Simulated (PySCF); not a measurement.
Some computed properties have been withheld. Give your best values.

Species: C5H10N2OSi.
InChI=1S/C5H10N2OSi/c1-7-9(2)8-5-3-4-6/h9H,1,3,5H2,2H3/t9-/m0/s1

Conformer (atom-mapped SMILES and torsion angles): `[CH2:1]=[N:2][Si@H:3]([CH3:4])[O:5][CH2:6][CH2:7][C:8]#[N:9]`: C1–N2–Si3–C4 -122°, N2–Si3–O5–C6 -23°, Si3–O5–C6–C7 -90°, O5–C6–C7–C8 67°.

```csv
property,level,value
point group,PBE0-D3(BJ)/def2-SVP,C1
"rotational constants A, B, C",PBE0-D3(BJ)/def2-SVP,"1.882, 1.076, 0.809 GHz"
dipole moment,PBE0/def2-SVPD,2.13 D
HOMO energy,PBE0/def2-SVPD,?
LUMO energy,PBE0/def2-SVPD,-0.96 eV
lowest singlet excitation,TDDFT PBE0/def2-SVPD,"4.04 eV (307 nm, f = 0.000)"
strongest line among the 10 lowest singlet transitions,TDDFT PBE0/def2-SVPD,"S9 at 7.23 eV (171 nm, f = 0.045)"
lowest triplet excitation (Tamm–Dancoff),TDA PBE0/def2-SVPD,?
static isotropic polarisability,PBE0/def2-SVPD,97.7 au
vertical ionisation energy,ΔSCF PBE0/def2-SVPD,?
electronic spatial extent ⟨r²⟩ about the centre of nuclear charge,PBE0/def2-SVPD,1520 bohr²
13C chemical shifts (computed TMS as zero) by class,GIAO CAM-B3LYP/pcSseg-1,"186.0 (1 C), 127.4 (1 C), 60.9 (1 C), 23.1 (1 C), 0.5 (1 C) ppm"
1H chemical shifts (computed TMS as zero) by class,GIAO CAM-B3LYP/pcSseg-1,"8.69 (1 H), 8.66 (1 H), 5.12 (1 H), 4.12 (1 H), 3.78 (1 H), 2.38 (1 H), 1.85 (1 H), 0.33 (3 H) ppm"
"isotropic shieldings of nuclei other than C and H, by class",GIAO CAM-B3LYP/pcSseg-1,"-162 (1 N), -46 (1 N), 288 (1 O), 343 (1 Si) ppm"
```

Gas-phase values; electronic properties from PySCF, density fitting. Geometry: PBE0-D3(BJ)/def2-SVP, one conformer, isolated molecule. NMR classes are plain means over equivalent atoms (diastereotopic ones count apart unless rotation or inversion swaps them), as if these changed places fast; in this geometry the members of some classes differ.

(1) The lowest triplet excitation (Tamm–Dancoff)?

(2) The HOMO energy?

(3) Give the vertical ionisation energy.

## Answers

(1) 3.42 eV.

(2) -7.06 eV.

(3) 9.04 eV.

In atomic units the dipole is 0.84 e·bohr (1 au = 2.5417 D). The principal polarisabilities are 84.9, 97.7 and 110.4 au; their mean is the isotropic value. The 10 singlets span 4.04 to 7.37 eV, and their oscillator strengths add up to 0.12. The rotational constants make it an asymmetric top with κ = (2B − A − C)/(A − C) = -0.50, nearer the prolate limit (−1).
